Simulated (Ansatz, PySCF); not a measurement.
Process, species as SMILES: N[Si](N)(N)F + 4 [H][H] (H2) -> F (HF) + 3 N (NH3) + [SiH4] (SiH4)
Structures are relaxed separately at B3LYP-D3(BJ)/def2-TZVP in Ansatz (a first-principles code), one conformer each, not searched for the lowest. Frequencies are from Ansatz or PySCF.

Wanted: energy of full hydrogenation (0 K, with B3LYP-D3(BJ) harmonic zero-point energies), in kcal/mol. Cores are frozen in the correlated levels unless marked. No spin-orbit coupling. No relativistic terms. CBS(X,Y): correlation extrapolated as X^-3; Hartree-Fock from the larger set. The bracket is a focal-point correction in the basis named.

```csv
level,program,energy of full hydrogenation (kcal/mol)
HF-D3(BJ)/def2-TZVPD,PySCF + dftd3,80.3
SVWN5/def2-TZVPD,Ansatz,[?]
BLYP/def2-TZVPD,Ansatz,[?]
PBE0/def2-SVP,Ansatz,[?]
PBE0-D3(BJ)/def2-TZVPD,Ansatz + dftd3,[?]
TPSSh-D4/def2-TZVPD,PySCF + dftd4,76.6
M06-2X/def2-TZVPD,PySCF,85.2
CAM-B3LYP-D4/def2-TZVPD,Ansatz + dftd4,75.6
wB97X-V/def2-TZVPD,Ansatz,73.7
B2PLYP-D4/def2-TZVPD,Ansatz + dftd4,77.0
B2PLYP/def2-TZVPD,Ansatz,74.5
SCS-MP2/6-31G,Ansatz,79.2
SCS-MP2/aug-cc-pV(D+d)Z,Ansatz,59.8
CCSD/cc-pV(D+d)Z,Ansatz,58.2
"RI-MP2/CBS(cc-pV(T+d)Z,cc-pV(Q+d)Z)+[CCSD(T)-MP2]/cc-pV(T+d)Z",Ansatz,76.6
```

### Question
Some entries are withheld; supply them.

### Answer

- SVWN5/def2-TZVPD, energy of full hydrogenation (kcal/mol): 74.3
- BLYP/def2-TZVPD, energy of full hydrogenation (kcal/mol): 67.0
- PBE0/def2-SVP, energy of full hydrogenation (kcal/mol): 65.4
- PBE0-D3(BJ)/def2-TZVPD, energy of full hydrogenation (kcal/mol): 70.0
